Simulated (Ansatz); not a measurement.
Results of the Gaussian-basis code of Ansatz.

A structure relaxed at PBE0-D4/def2-TZVP, charge 0, multiplicity 1:

| atom | x (Å) | y (Å) | z (Å) |
| --- | --- | --- | --- |
| N1 | 0.087 | 0.341 | -1.468 |
| Zr2 | -0.448 | -0.166 | 0.417 |
| O3 | 1.153 | -0.136 | 1.461 |
| F4 | -1.774 | 1.063 | 1.053 |
| F5 | -1.292 | -1.887 | 0.396 |
| H6 | 1.025 | 0.564 | -1.772 |
| H7 | -0.538 | 0.412 | -2.259 |
| H8 | 1.786 | -0.190 | 2.171 |

Question: Give its formula and SMILES.

Answer: F2H3NOZr, `[NH2][Zr]([OH])([F])[F]`.

Question: Point group (tolerance 0.08 Å, 0.16 Å for H)?

Answer: Cs.

Question: Summarise the bond lengths by kind.

Answer: 1 × N–Zr 2.024 Å; 2 × H–N 1.011 Å; 1 × O–Zr 1.912 Å; 2 × F–Zr 1.916 Å; 1 × H–O 0.953 Å.
